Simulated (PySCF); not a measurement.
## Telling isomers of C2H12NPSi2 apart by NMR

[PySCF 2.14.0 with density-fitted response routines: PBE0/pcSseg-1 with gauge-including orbitals; geometry: GFN2-xTB; averaged over atoms made equivalent by symmetry, fast rotation or ring inversion; one conformer; no relativistic terms; gas phase]

Referencing at the same level of theory: 1H (σref 31.72), 13C (σref 186.93) vs TMS. Splittings of carbon signals by F and P are missing where no couplings were computed. Where no couplings were computed, multiplicities follow the n + 1 count of equivalent neighbours, and m marks all less simple cases (inequivalent or close neighbours, rings, F or P nearby). Shifts are as computed. Against solution values, carbons near 30 ppm lie about +3 ppm off and those near 130 ppm about +5 ppm. Of 1211 compounds with measured shifts, 218 miss one by over three times the rms of a fit or turn the order of signals round; such compounds aren't used in these exercises.

(1) Tabulate the signals of `CN([SiH3])[Si@@H](C)P`, `CN(C)[Si@@H]([SiH3])P` and their relative energies.

(2) What is the quickest way to tell CN([SiH3])[Si@@H](C)P from CN(C)[Si@@H]([SiH3])P?

Results:

(1) 
| SMILES | carbon types | δC | δH | E rel. (kcal/mol) |
| --- | --- | --- | --- | --- |
| CN([SiH3])[Si@@H](C)P | 2×CH3 | 39.7, 3.2 | 5.33 (m, 1H), 4.67 (s, 3H), 2.80 (s, 3H), 0.82 (m, 2H), 0.50 (m, 3H) | 0.0 |
| CN(C)[Si@@H]([SiH3])P | 2×CH3 | 42.5 | 5.55 (m, 1H), 3.49 (m, 3H), 2.58 (s, 6H), 0.94 (m, 2H) | 23.5 |

Energies are electronic energies at PBE0/pcSseg-1 on these geometries, without zero-point or thermal terms, each for the one conformer computed, which needn't be the lowest.

(2) Count the carbon signals: 2 against 1. The first has a methyl carbon bonded to Si (CH3) at 3.2 ppm, the second a methyl carbon bonded to N (CH3) at 42.5 ppm. Their most deshielded carbons lie at 39.7 and 42.5 ppm.
